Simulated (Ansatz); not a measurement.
System: H$_{3}$GeNO, charge 0, singlet. H3GeNO (SMILES [NH2][Ge][OH]).
B3LYP-D3(BJ)/def2-TZVP minimum from Ansatz (a first-principles code):
```xyz
6

Ge    -0.2149     0.0489     0.4021
O      0.7971     1.2837    -0.4446
H      1.1841     1.0269    -1.2893
N     -0.0816    -1.3313    -0.8117
H      0.4300    -1.3276    -1.6832
H     -0.5434    -2.2147    -0.6540
```

Hartree-Fock and CCSD(T) correlation energies in hartree (Ansatz). UHF or UKS for unpaired electrons; spin-orbit terms are left out. Correlated methods leave the cores frozen (noble-gas shells, and filled d and f shells in the p block). No relativity.

```csv
basis,X,E(HF),"E(corr, CCSD(T))"
cc-pVTZ,3,-2206.55835,-0.59914
cc-pVQZ,4,-2206.57366,-0.63786
cc-pV5Z,5,-2206.57705,withheld
```

**Question.** Fit E(corr) = E∞ + A/X³ to X = 3 and 4, predict X = 5, and compare with the run.

**Answer.** A = (-0.59914 - (-0.63786))/(1/27 - 1/64) = 1.8083; E∞ = -0.63786 - A/64 = -0.66612; at X = 5, E∞ + A/125 = -0.65165. The run gave -0.65150, 0.15 mEh above the prediction. The same form on X = 4 and 5 gives E∞ = -0.66581, 0.30 mEh above the first estimate.
